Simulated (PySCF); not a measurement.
Fill in the blanks.

Compound: 3-ethynylphenol, C8H6O.
SMILES with atom numbers: `[CH:1]#[C:2][c:3]1[cH:4][cH:5][cH:6][c:7]([OH:8])[cH:9]1` (hydrogens: H10 on C1; H11 on C4; H12 on C5; H13 on C6; H14 on O8; H15 on C9)

Conformer (atom-mapped SMILES and torsion angles): `[CH:1]#[C:2][c:3]1[cH:4][cH:5][cH:6][c:7]([OH:8])[cH:9]1`: H–O8–C7–C6 180°.

| property | level | value |
| --- | --- | --- |
| point group of the GFN2-xTB geometry | GFN2-xTB | Cs |
| rotational constants A, B, C of the GFN2-xTB geometry | GFN2-xTB | 3.426, 1.219, 0.899 GHz |
| dipole moment | PBE0/def2-SVPD | ? |
| HOMO energy | PBE0/def2-SVPD | ? |
| LUMO energy | PBE0/def2-SVPD | ? |
| lowest singlet excitation | TDDFT PBE0/def2-SVPD | 4.78 eV (260 nm, f = 0.081) |
| strongest line among the 6 lowest singlet transitions | TDDFT PBE0/def2-SVPD | ? |
| lowest triplet excitation (Tamm–Dancoff) | TDA PBE0/def2-SVPD | ? |
| static isotropic polarisability | PBE0/def2-SVPD | 98.1 au |
| electronic spatial extent ⟨r²⟩ about the centre of nuclear charge | PBE0/def2-SVPD | 1218 bohr² |
| 13C chemical shifts (computed TMS as zero) by class | GIAO PBE0/pcSseg-1 | ? |
| 1H chemical shifts (computed TMS as zero) by class | GIAO PBE0/pcSseg-1 | 7.55 (H12), 7.38 (H11), 7.16 (H13), 6.95 (H15), 4.31 (H14), 2.77 (H10) ppm |
| isotropic shieldings of nuclei other than C and H, by class | GIAO PBE0/pcSseg-1 | 210 (O8) ppm |

Gas-phase values; electronic properties from PySCF, density fitting. Isolated species at its GFN2-xTB geometry (one conformer only).

(1) The lowest triplet excitation (Tamm–Dancoff)?

(2) Give the dipole moment.

(3) The 13C chemical shifts (computed TMS as zero) by class?

(4) What is the HOMO energy?

(5) What is the strongest line among the 6 lowest singlet transitions?

(6) The LUMO energy?

Results:

(1) 3.49 eV.

(2) 0.76 D.

(3) 163.5 (C7), 135.6 (C5), 131.1 (C4), 127.8 (C3), 122.8 (C9), 120.7 (C6), 88.9 (C2), 87.2 (C1) ppm.

(4) -6.70 eV.

(5) S5 at 6.07 eV (204 nm, f = 0.273).

(6) -1.09 eV.

No computed singlet falls in the visible range (750 to 380 nm, 1.65 to 3.26 eV); S1 lies 1.52 eV above its blue end. The largest Löwdin shares of the LUMO are 0.16 on C3, 0.16 on C6, 0.13 on C1 and 0.13 on C9. The rotational constants make it an asymmetric top with κ = (2B − A − C)/(A − C) = -0.75, nearer the prolate limit (−1).

For the TDDFT job (PBE0/def2-SVPD), hardware: Arm Neoverse V1, one thread (shared host). Cost: 38 s wall, 0.95 GiB resident at most.
